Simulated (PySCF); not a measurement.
First hyperpolarisability: 4-(methylthio)phenol (SMILES CSc1ccc(O)cc1)

Geometry (Å), atoms numbered from 1 in this order:
```xyz
17

C     3.202   -0.237   -0.163
S     2.137   -1.332    0.783
C     0.545   -0.590    0.599
C     0.278    0.554   -0.156
C    -1.019    1.063   -0.241
C    -2.073    0.438    0.425
O    -3.346    0.888    0.376
C    -1.811   -0.709    1.183
C    -0.522   -1.213    1.267
H     4.215   -0.649   -0.064
H     3.198    0.787    0.241
H     2.932   -0.221   -1.230
H     1.075    1.070   -0.692
H    -1.206    1.961   -0.838
H    -3.382    1.676   -0.176
H    -2.639   -1.195    1.703
H    -0.334   -2.109    1.865
```

Method used: quadratic response CAM-B3LYP/aug-cc-pVDZ first hyperpolarisability, Taylor convention, gas phase in PySCF 2.14.0. Geometry: PBE0-D3(BJ)/def2-SVP.

(1) What is the first hyperpolarisability, and how does it disperse?

(2) Which lowest excitations, dipole and polarisabilities go with it?

Results:

(1) In au, Taylor convention; the vector part is βᵢ = ⅓ Σⱼ (βᵢⱼⱼ + βⱼᵢⱼ + βⱼⱼᵢ); β∥ is 3/5 of the vector part along the dipole, the dipole points from − to +:
```
                   process  λ (nm)  β vector norm    β∥  β HRS  depolarisation ratio
           static β(0;0,0)       ∞           68.0  13.8   39.9                  2.52
second harmonic β(−2ω;ω,ω)    1907           61.6  14.4   41.9                  2.16
         Pockels β(−ω;ω,0)    1907           66.0  14.0      –                     –
second harmonic β(−2ω;ω,ω)    1064           42.1  15.8   49.5                  1.66
         Pockels β(−ω;ω,0)    1064           61.0  14.5      –                     –
```

(2) S1 4.53 eV (f = 0.034); S2 4.88 eV (f = 0.001); S3 5.02 eV (f = 0.000); dipole 2.60 D; isotropic α 111.0 au static, 111.5 au at 1907 nm, 112.6 au at 1064 nm, 113.0 au at 953.5 nm, 117.9 au at 532 nm.
